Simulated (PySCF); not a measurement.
Species: Mo(CCH)4, C8H4Mo (triplet state).
Bonds: Mo1–C2, Mo1–C5, Mo1–C8, Mo1–C11, C2–C3, C5–C6, C8–C9, C11–C12. Hydrogens: H4 on C3; H7 on C6; H10 on C9; H13 on C12.

Computed by this run: PBE0-D3(BJ)/def2-SVP geometry optimisation, gas phase, def2 core potentials past Kr (PySCF 2.14.0); unrestricted, density fitting, grid level 1; the optimiser is geomeTRIC in internal coordinates, started from a GFN2-xTB structure with every atom displaced at random (about 0.03 Å).

Step 0: E = -10191.3048 eV
```
atom  x, y, z in Å  |  force x, y, z in eV/Å
Mo1     0.0661   -0.0796    0.0090   -1.685   1.692  -0.465
C2     -0.0126   -0.0167    2.0125    0.100  -0.124  -3.261
C3     -0.0607   -0.0100    3.2112    0.443   0.055   3.353
H4      0.0950    0.0031    4.2831   -0.345  -0.006  -0.204
C5      1.9046   -0.0183   -0.7088   -1.644  -0.178   0.724
C6      3.0534    0.0208   -1.0805    2.715  -0.064  -0.916
H7      4.0922    0.0051   -1.4182   -0.586   0.091   0.172
C8     -0.9057    1.6656   -0.6924    0.964  -1.883   0.867
C9     -1.5350    2.6582   -1.0260    0.446  -0.603   0.038
H10    -2.0378    3.4960   -1.4062   -0.623   0.997  -0.308
C11    -0.9817   -1.6598   -0.6525    2.299   3.380   1.451
C12    -1.5200   -2.6419   -1.0563   -2.784  -4.030  -1.849
H13    -2.1271   -3.4747   -1.4527    0.699   0.672   0.400
```

Question: Estimate the geometry and energy of step 1. (The exact step hangs on the optimiser's Hessian estimate; all steps are aligned on step 0, rigid shifts and turns removed.)

Answer: E = -10191.6564 eV, largest force 0.597 eV/Å
```
atom  x, y, z in Å  |  force x, y, z in eV/Å
Mo1     0.0178   -0.0230   -0.0104    0.303  -0.483   0.135
C2     -0.0114    0.0160    1.9865   -0.068  -0.020   0.116
C3     -0.0421    0.0145    3.2166    0.286   0.024  -0.141
H4      0.0457    0.0193    4.2889   -0.158  -0.006   0.053
C5      1.8929   -0.0062   -0.7165    0.147  -0.019   0.065
C6      3.0639    0.0125   -1.0961   -0.286  -0.072   0.058
H7      4.0837    0.0011   -1.4334    0.095   0.040  -0.035
C8     -0.8765    1.5907   -0.6590   -0.194   0.180   0.013
C9     -1.4977    2.5926   -0.9991   -0.200   0.453  -0.333
H10    -2.0172    3.4670   -1.3609    0.031  -0.076   0.110
C11    -0.9950   -1.6171   -0.6659    0.129  -0.123  -0.047
C12    -1.5432   -2.6380   -1.0784   -0.071   0.310   0.054
H13    -2.0903   -3.4817   -1.4501   -0.014  -0.208  -0.046
```

The energy changes by -0.3516 eV. The first-order estimate −F·Δx gives -0.7726 eV and the mean of the old and new forces, exact on a quadratic surface, -0.3352 eV. The step makes an angle of 65° with the force vector and moves no atom by more than 0.087 Å.

What follows is the cost of the whole optimisation. Time: 5.5 min of wall time; peak memory 0.83 GiB. Hardware: one thread of an Arm Neoverse V2, shared host with 96 logical CPUs at a one-minute load of 84.
